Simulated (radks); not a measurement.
Ti+, configuration [Ar] 3d2 4s1. All-electron calculation, scalar-relativistic Kohn-Sham, r2SCAN, spin-polarised, spherical densities, finite nucleus; open shells are filled with parallel spins first; meta-GGA in the generalised Kohn-Sham scheme; Fermi nuclear charge, rms radius 3.5921 fm. Program: a radial shooting solver on a logarithmic mesh with Libxc functionals. Some entries of the table are withheld. Estimate them.

orbital,occ.,eigenvalue (hartree),<1/r> (bohr^-1),<r^2> (bohr^2)
1s up,1,-179.9316,21.80,0.006517
1s down,1,-179.9311,21.80,0.006517
2s up,1,-20.27863,4.563,0.1243
2s down,1,-20.25130,4.568,0.1240
2p up,3,-16.77832,4.451,0.1036
2p down,3,-16.75680,4.455,0.1033
3s up,1,-2.68584,1.392,1.170
3s down,1,-2.59758,1.389,1.173
3p up,3,-1.77397,(1),1.391
3p down,3,-1.68418,(2),1.383
3d up,2,-0.44336,0.8920,(3)
4s up,1,-0.41023,0.4135,11.09
3d down,0,-0.33702,0.9084,(4)

Answer. 
(1) 3p up <1/r> (bohr^-1): 1.259
(2) 3p down <1/r> (bohr^-1): 1.259
(3) 3d up <r^2> (bohr^2): 3.009
(4) 3d down <r^2> (bohr^2): 2.960
